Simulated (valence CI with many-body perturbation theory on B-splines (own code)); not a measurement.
Os XXVIII: M1 decay

Method: configuration interaction combined with many-body perturbation theory (CI+MBPT): three valence electrons over a frozen Dirac-Fock core [Kr] 4d10, radial functions for each j: 8 s, 8 p, 9 d, 9 f, 6 g, 3 h, 2 i, with the one-electron correlation potential Σ1 (screened to all orders), the two-electron term Σ2, the three-electron term Σ3, Breit, model QED; selected single and double excitations, second order for the rest (own B-spline code, finite nucleus).

The last digits are not significant, and no measured levels were compared; by estimate large intervals hold to a few tenths of a per cent, small ones and those within an open d or f shell to about a per cent. Core correlation moves these levels by up to 50000 cm⁻¹, and in measured spectra 5 to 20 % of such shifts remained as error; rates that hang on mixing are uncertain with them.

Lines 51 to 100 of 120 in falling wavelength, among levels below 1266300 cm⁻¹, chosen from the decays that carry over 1 % of a level's rate. Wavelengths and rates use the calculated energies. Weak lines are less certain than strong ones. Lines between different terms over intervals too small for the method are left out, as are lines whose strength nearly cancels. Where a level lies close to another of its J and parity, the split of strength between their lines is uncertain.

Levels are named by their leading jj configuration (3d3/2^4 stands for four electrons in 3d with j = 3/2), which in mixed levels can hold well under half, so a name can repeat and another be missing. Letters in brackets count levels of one name in rising energy.

```csv
λ vac (nm),Upper,Lower,Type,A (s⁻¹),Branch %
291.8,(4f7/2^3) J=15/2,(4f5/2^2 4f7/2) J=15/2,M1,3.87e+02,28.5
288.9,(4f5/2 4f7/2^2) J=11/2 [b],(4f5/2^2 4f7/2) J=13/2,M1,1.27e+01,1.9
288.0,(4f5/2^2 4f7/2) J=5/2 [b],(4f5/2^2 4f7/2) J=5/2 [a],M1,1.04e+02,19.9
287.1,(4f7/2^3) J=9/2 [a],(4f5/2 4f7/2^2) J=11/2 [a],M1,5.62e+01,5.1
282.5,(4f5/2 4f7/2^2) J=3/2 [a],(4f5/2^3) J=5/2,M1,2.42e+02,31.8
282.3,(4f5/2 4f7/2^2) J=7/2 [b],(4f5/2 4f7/2^2) J=7/2 [a],M1,1.73e+01,3.7
280.2,(4f5/2 4f7/2^2) J=17/2,(4f5/2^2 4f7/2) J=15/2,M1,2.72e+02,64.2
275.2,(4f7/2^3) J=9/2 [a],(4f5/2 4f7/2^2) J=9/2 [a],M1,5.63e+02,51.4
274.4,(4f5/2^2 4f7/2) J=13/2,(4f5/2 4f7/2^2) J=13/2 [a],M1,1.68e+02,15.5
273.7,(4f5/2 4f7/2^2) J=5/2 [a],(4f5/2^2 4f7/2) J=7/2 [b],M1,4.86e+01,5.6
266.8,(4f5/2 4f7/2^2) J=3/2 [b],(4f5/2^2 4f7/2) J=1/2,M1,4.74e+02,28.5
266.3,(4f5/2 4f7/2^2) J=11/2 [a],(4f5/2 4f7/2^2) J=13/2 [a],M1,1.31e+02,22.4
256.6,(4f7/2^3) J=9/2 [b],(4f5/2 4f7/2^2) J=9/2 [b],M1,1.68e+02,13.8
255.2,(4f5/2 4f7/2^2) J=7/2 [a],(4f5/2^3) J=5/2,M1,9.00e+01,10.4
253.5,(4f5/2 4f7/2^2) J=3/2 [b],(4f5/2 4f7/2^2) J=3/2 [a],M1,6.31e+02,38.0
247.2,(4f7/2^3) J=9/2 [b],(4f5/2 4f7/2^2) J=7/2 [a],M1,4.85e+02,39.8
231.9,(4f5/2^2 4f7/2) J=5/2 [b],(4f5/2^3) J=5/2,M1,1.08e+02,20.7
230.4,(4f7/2^3) J=9/2 [a],(4f5/2^2 4f7/2) J=7/2 [b],M1,2.67e+02,24.4
225.1,(4f5/2^2 4f7/2) J=3/2 [b],(4f5/2^2 4f7/2) J=5/2 [a],M1,7.01e+01,12.2
223.9,(4f5/2 4f7/2^2) J=9/2 [b],(4f5/2^2 4f7/2) J=9/2,M1,3.01e+02,39.5
222.6,(4f5/2 4f7/2^2) J=13/2 [b],(4f5/2 4f7/2^2) J=11/2 [a],M1,7.86e+01,16.0
219.8,(4f5/2^2 4f7/2) J=3/2 [b],(4f5/2^2 4f7/2) J=3/2 [a],M1,4.59e+02,80.0
217.2,(4f5/2 4f7/2^2) J=13/2 [b],(4f5/2^2 4f7/2) J=13/2,M1,1.38e+02,28.1
212.2,(4f5/2 4f7/2^2) J=7/2 [b],(4f5/2 4f7/2^2) J=9/2 [a],M1,1.77e+01,3.7
205.9,(4f5/2 4f7/2^2) J=5/2 [a],(4f5/2^2 4f7/2) J=5/2 [a],M1,7.92e+01,9.1
205.3,(4f7/2^3) J=15/2,(4f5/2^2 4f7/2) J=13/2,M1,7.94e+02,58.4
205.0,(4f5/2 4f7/2^2) J=5/2 [a],(4f5/2^2 4f7/2) J=7/2 [a],M1,3.84e+02,44.3
201.4,(4f5/2 4f7/2^2) J=5/2 [a],(4f5/2^2 4f7/2) J=3/2 [a],M1,2.00e+02,23.0
199.3,(4f5/2^2 4f7/2) J=9/2,(4f5/2^3) J=9/2,M1,6.29e+02,90.2
197.5,(4f7/2^3) J=9/2 [b],(4f5/2 4f7/2^2) J=11/2 [a],M1,1.58e+02,13.0
196.5,(4f5/2^2 4f7/2) J=15/2,(4f5/2 4f7/2^2) J=13/2 [a],M1,4.63e+02,56.8
192.1,(4f5/2 4f7/2^2) J=3/2 [a],(4f5/2^3) J=3/2,M1,1.02e+02,13.4
191.7,(4f7/2^3) J=9/2 [b],(4f5/2 4f7/2^2) J=9/2 [a],M1,1.31e+02,10.8
185.1,(4f5/2^2 4f7/2) J=1/2,(4f5/2^3) J=3/2,M1,3.88e+02,75.6
184.6,(4f5/2^2 4f7/2) J=11/2 [b],(4f5/2^2 4f7/2) J=9/2,M1,1.23e+02,38.2
184.6,(4f5/2 4f7/2^2) J=7/2 [b],(4f5/2^2 4f7/2) J=7/2 [b],M1,2.94e+01,6.2
179.8,(4f7/2^3) J=9/2 [a],(4f5/2^2 4f7/2) J=7/2 [a],M1,1.47e+01,1.3
177.4,(4f5/2 4f7/2^2) J=9/2 [a],(4f5/2^2 4f7/2) J=11/2 [a],M1,1.08e+02,16.4
176.2,(4f5/2^2 4f7/2) J=13/2,(4f5/2^2 4f7/2) J=11/2 [a],M1,9.19e+02,84.5
175.5,(4f5/2 4f7/2^2) J=5/2 [a],(4f5/2^3) J=5/2,M1,4.32e+01,5.0
172.8,(4f5/2 4f7/2^2) J=11/2 [a],(4f5/2^2 4f7/2) J=11/2 [a],M1,1.69e+02,28.8
170.3,(4f5/2^2 4f7/2) J=11/2 [b],(4f5/2 4f7/2^2) J=13/2 [a],M1,9.68e+01,30.1
168.9,(4f7/2^3) J=9/2 [b],(4f5/2^2 4f7/2) J=7/2 [b],M1,1.30e+02,10.7
167.3,(4f5/2^2 4f7/2) J=5/2 [b],(4f5/2^3) J=3/2,M1,2.65e+02,50.9
164.4,(4f5/2 4f7/2^2) J=1/2,(4f5/2^2 4f7/2) J=3/2 [a],M1,9.63e+01,19.7
160.4,(4f5/2^2 4f7/2) J=7/2 [a],(4f5/2^3) J=9/2,M1,8.15e+01,77.0
152.2,(4f5/2 4f7/2^2) J=13/2 [b],(4f5/2 4f7/2^2) J=15/2,M1,1.24e+02,25.3
151.0,(4f5/2 4f7/2^2) J=7/2 [b],(4f5/2^2 4f7/2) J=5/2 [a],M1,1.42e+01,3.0
150.6,(4f5/2 4f7/2^2) J=7/2 [b],(4f5/2^2 4f7/2) J=7/2 [a],M1,7.29e+00,1.5
150.5,(4f5/2 4f7/2^2) J=3/2 [b],(4f5/2^2 4f7/2) J=5/2 [a],M1,1.32e+02,8.0
```
